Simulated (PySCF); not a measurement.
## [Tl(H2O)3]3+: from a saddle point downhill

PySCF 2.14.0, RKS PBE0, Tl def2-SVP with ECP60, O def2-SVP, H def2-SVP; non-relativistic Hamiltonian with scalar-relativistic core potentials where named; density fitting; no spin-orbit coupling. Relaxed within the symmetry of its start, the geometry (D3h) is

```xyz
10

Tl    0.0000    0.0000    0.0000
O     2.1548    0.0000    0.0000
H     2.7216    0.0000    0.8139
H     2.7216    0.0000   -0.8139
O    -1.0774    1.8661    0.0000
H    -1.3608    2.3570    0.8139
H    -1.3608    2.3570   -0.8139
O    -1.0774   -1.8661    0.0000
H    -1.3608   -2.3570    0.8139
H    -1.3608   -2.3570   -0.8139
```

and its lowest harmonic modes are -191, -178, -115, -115, -56, -56 cm⁻¹ (negative: unstable). It was moved along the lowest mode and relaxed again, within the group C3h that the move left.

Task: Where does it end, and how much lower?

Result: In C3h, 0.006 eV lower, after 5 steps:
```xyz
10

Tl    0.0000    0.0000    0.0000
O     2.1652   -0.0317    0.0000
H     2.7075   -0.2201    0.8096
H     2.7075   -0.2201   -0.8096
O    -1.0552    1.8910    0.0000
H    -1.1631    2.4548    0.8096
H    -1.1631    2.4548   -0.8096
O    -1.1100   -1.8593    0.0000
H    -1.5443   -2.2347    0.8096
H    -1.5443   -2.2347   -0.8096
```

Task: How do the contacts change?

Result: 
```json
{"contact": "Tl1–O2 (H2O)", "saddle (Å)": "2.155", "end (Å)": "2.165"}
{"contact": "Tl1–O5 (H2O)", "saddle (Å)": "2.155", "end (Å)": "2.165"}
{"contact": "Tl1–O8 (H2O)", "saddle (Å)": "2.155", "end (Å)": "2.165"}
```


Task: Is the end a minimum?

Result: No, 3 of the modes stay unstable (below −25 cm⁻¹); lowest modes -170, -113, -113, 55, 55, 100 cm⁻¹.

State: singlet.
